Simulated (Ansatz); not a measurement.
`N#Cc1ccc(C23CC(C#N)(C2)C3)cc1` with charge +1. Charge 1, multiplicity 2. Geometry r2SCAN-D4/def2-SVP, that of the neutral singlet; atoms count from 1.

Cartesian coordinates in Å:
```
N -0.483 4.004 4.390
C -0.387 3.224 3.528
C -0.269 2.266 2.472
C -0.638 0.924 2.691
C -0.522 -0.003 1.660
C -0.040 0.382 0.397
C 0.078 -0.622 -0.693
C 0.584 -0.386 -2.143
C 0.224 -1.899 -2.063
C 0.339 -2.875 -3.120
N 0.430 -3.663 -3.972
C 0.937 -1.927 -0.681
C -1.071 -1.482 -1.310
C 0.324 1.720 0.186
C 0.213 2.660 1.210
H -1.013 0.622 3.672
H -0.808 -1.044 1.836
H -0.054 0.226 -2.800
H 1.654 -0.152 -2.265
H 0.621 -2.725 0.009
H 2.030 -1.793 -0.693
H -1.521 -2.250 -0.661
H -1.826 -0.939 -1.900
H 0.700 2.029 -0.794
H 0.497 3.702 1.042
```

Estimate the Mulliken populations from the PBE0/def2-SVP orbitals of Ansatz.


| atom | charge (e) | spin (α − β) |
| --- | --- | --- |
| N1 | 0.13 | 0.26 |
| C2 | 0.00 | -0.14 |
| C3 | -0.08 | 0.38 |
| C4 | 0.08 | -0.06 |
| C5 | 0.04 | 0.08 |
| C6 | 0.06 | 0.32 |
| C7 | -0.29 | -0.02 |
| C8 | 0.09 | 0.00 |
| C9 | -0.37 | 0.02 |
| C10 | -0.09 | -0.01 |
| N11 | 0.17 | 0.05 |
| C12 | 0.11 | 0.06 |
| C13 | 0.11 | 0.06 |
| C14 | 0.02 | 0.04 |
| C15 | 0.09 | -0.02 |
| H16 | 0.10 | 0.00 |
| H17 | 0.08 | 0.00 |
| H18 | 0.09 | 0.00 |
| H19 | 0.09 | 0.00 |
| H20 | 0.09 | 0.00 |
| H21 | 0.10 | 0.00 |
| H22 | 0.09 | 0.00 |
| H23 | 0.10 | 0.00 |
| H24 | 0.09 | 0.00 |
| H25 | 0.10 | 0.00 |
Mulliken values depend strongly on the basis.

Where does the spin sit?

Summed by element: N 0.31, C 0.70, H -0.01, of 1 unpaired in all. Largest on single atoms: C3 0.38, C6 0.32, N1 0.26.

And the Mayer bond orders between heavy atoms (over 0.3)?

N1–C2 2.84 (1.17 Å); C2–C3 1.16 (1.43 Å); C3–C4 1.22 (1.41 Å); C3–C15 1.21 (1.41 Å); C4–C5 1.50 (1.39 Å); C5–C6 1.21 (1.41 Å); C6–C7 1.03 (1.49 Å); C6–C14 1.25 (1.40 Å); C7–C8 0.97 (1.55 Å); C7–C12 0.91 (1.56 Å); C7–C13 0.91 (1.56 Å); C8–C9 0.97 (1.56 Å); C9–C10 1.23 (1.44 Å); C9–C12 0.95 (1.56 Å); C9–C13 0.95 (1.56 Å); C10–N11 3.01 (1.16 Å); C14–C15 1.49 (1.39 Å).
